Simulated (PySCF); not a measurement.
Magnetisability: SMILES C1(C(=O)O)OCCCO1, C₅H₈O₄

Molfile (atoms numbered from 1):
```
C5H8O4
     RDKit          3D

 17 17  0  0  0  0  0  0  0  0999 V2000
    2.1699   -0.6746   -0.8761 O   0  0  0  0  0  0  0  0  0  0  0  0
    1.7754    0.3528   -0.3984 C   0  0  0  0  0  0  0  0  0  0  0  0
    2.5062    1.1108    0.4153 O   0  0  0  0  0  0  0  0  0  0  0  0
    0.3927    0.9970   -0.6533 C   0  0  0  0  0  0  0  0  0  0  0  0
   -0.2385    1.3262    0.5510 O   0  0  0  0  0  0  0  0  0  0  0  0
   -0.6750    0.1750    1.2565 C   0  0  0  0  0  0  0  0  0  0  0  0
   -1.6167   -0.6527    0.3830 C   0  0  0  0  0  0  0  0  0  0  0  0
   -0.8836   -0.9623   -0.9222 C   0  0  0  0  0  0  0  0  0  0  0  0
   -0.3956    0.2378   -1.5123 O   0  0  0  0  0  0  0  0  0  0  0  0
    3.3830    0.7162    0.5600 H   0  0  0  0  0  0  0  0  0  0  0  0
    0.5745    1.9505   -1.1681 H   0  0  0  0  0  0  0  0  0  0  0  0
   -1.1740    0.5548    2.1490 H   0  0  0  0  0  0  0  0  0  0  0  0
    0.1907   -0.4342    1.5587 H   0  0  0  0  0  0  0  0  0  0  0  0
   -2.5100   -0.0650    0.1666 H   0  0  0  0  0  0  0  0  0  0  0  0
   -1.9019   -1.5726    0.8905 H   0  0  0  0  0  0  0  0  0  0  0  0
   -0.0530   -1.6545   -0.7406 H   0  0  0  0  0  0  0  0  0  0  0  0
   -1.5512   -1.3931   -1.6697 H   0  0  0  0  0  0  0  0  0  0  0  0
  1  2  2  0
  2  3  1  0
  2  4  1  0
  4  5  1  0
  5  6  1  0
  6  7  1  0
  7  8  1  0
  8  9  1  0
  9  4  1  0
  3 10  1  0
  4 11  1  0
  6 12  1  0
  6 13  1  0
  7 14  1  0
  7 15  1  0
  8 16  1  0
  8 17  1  0
M  END
```

Computed with GIAO HF/pcSseg-1 magnetisability, rotational g tensor and spin-rotation constants, non-relativistic, gas phase in PySCF. Geometry: GFN2-xTB.

(1) What are the magnetisability and the molar susceptibility?

(2) Split it along the inertial axes a, b, c into diamagnetic and paramagnetic parts about the centre of mass, with the quadrupole moment.

(3) And the rotational g tensor?

## Answers

(1) Isotropic -1213 × 10⁻³⁰ J/T², or -73.0 × 10⁻⁶ cm³/mol; principal values -1384, -1203, -1053 × 10⁻³⁰ J/T², anisotropy 287 × 10⁻³⁰ J/T² (root of half the summed squared differences of the principal values). The susceptibility is in cgs units.

(2) 
```csv
axis,χ (10⁻⁶ cm³/mol),diamagnetic (10⁻⁶ cm³/mol),paramagnetic (10⁻⁶ cm³/mol),summed x² of all electrons (Å²),quadrupole Θ (D Å)
a,-71.5,-535.9,464.3,167.3,+11.54
b,-72.0,-898.7,826.7,81.8,-11.55
c,-75.6,-1057.0,981.4,44.5,+0.01
```
Anisotropies 2χaa − χbb − χcc = +4.6 and 2χbb − χaa − χcc = +3.0 × 10⁻⁶ cm³/mol. Θ is traceless in Buckingham's convention.

(3) 
| axis | rotational constant (GHz) | g | nuclear part | electronic part |
| --- | --- | --- | --- | --- |
| a | 2.7611 | -0.0354 | 0.5669 | -0.6023 |
| b | 1.4839 | -0.0092 | 0.5671 | -0.5763 |
| c | 1.2336 | -0.0095 | 0.5592 | -0.5687 |

Asymmetric top; isotopes 12C, 1H, 16O; no vibrational averaging.
